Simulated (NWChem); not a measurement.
System: C₂H₅FSi; SMILES C=C(F)[SiH3]

Computed with NWChem. Pople sets run with spherical d functions. Medium grid unless said otherwise, to which SCAN and Minnesota functionals are sensitive. Geometry: optimised at PBE-D3(BJ)/def2-SVP.

### Question
What does the run give for r2SCAN0/6-31G*? Quantities: highest occupied level (eV); orbital gap (eV); dipole (D).

### Answer
```yaml
highest occupied level (eV): -7.65
orbital gap (eV): 7.68
dipole (D): 1.32
```
